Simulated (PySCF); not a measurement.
## Substituent effects on chemical shifts

Parent skeleton `[SiH3:1][n:2]1[cH:3][cH:4][n:5][cH:6]1`; one hydrogen on atom 3 is replaced by X. Hydrogens on one atom are averaged.

PySCF calculation with PBE0-D3(BJ)/def2-SVP geometry and shielding tensors at PBE0/pcSseg-1 (GIAO); non-relativistic Hamiltonian, one computed conformer, no solvent model, one averaged value for each set of equivalent atoms.

δ = σ(ref) − σ, references computed at the same level: 29Si and 13C and 1H vs TMS; 15N against NH3.

Parent (X = H): Si1 -49.7, N2 175.7, C3 124.3, C4 139.6, N5 311.7, C6 145.0, H(Si1) 5.03, H(C4) 7.41, H(C6) 7.27 ppm. Effects are Δδ = δ(X) − δ(H), positive for deshielding.

Question: Give Δδ (ppm) for X = tBu, CF3, CH2SiH3, vinyl, COOH, Cl, B(OH)2.

Answer: 
```tsv
X	SMILES	Si1	N2	C3	C4	N5	C6	H(Si1)	H(C4)	H(C6)
tBu	CC(C)(C)c1cncn1[SiH3]	-0.2	+1.4	+24.3	-5.1	-0.4	+1.7	+0.14	-0.37	-0.04
CF3	FC(F)(F)c1cncn1[SiH3]	+3.4	+2.8	+5.6	+0.7	-0.1	+3.3	+0.02	+0.28	+0.11
CH2SiH3	[SiH3]Cc1cncn1[SiH3]	-3.4	+2.8	+10.4	-4.4	+3.6	-1.4	-0.04	-0.38	-0.12
vinyl	C=Cc1cncn1[SiH3]	-2.5	+2.5	+14.4	-4.5	+2.7	-0.4	-0.09	+0.36	-0.11
COOH	O=C(O)c1cncn1[SiH3]	-0.6	+18.1	+4.7	+5.1	+6.1	+6.1	+0.02	+0.55	+0.26
Cl	[SiH3]n1cncc1Cl	-1.9	+10.1	+4.7	-5.5	+4.7	-2.3	-0.10	-0.27	-0.06
B(OH)2	OB(O)c1cncn1[SiH3]	+2.8	+14.5	+6.2	+8.6	+0.8	+6.6	+0.08	+0.20	+0.24
```

Question: Which position responds most, and to which substituents?

Answer: C3: from +4.7 ppm with COOH to +24.3 ppm with tBu.

Experimental scales use liquid or dissolved standards, which lie at an offset from isolated NH3 (liquid NH3: subtract about 20 ppm). Unscaled 15N shifts of sp2 nitrogen come out 20 to 40 ppm too high even then.
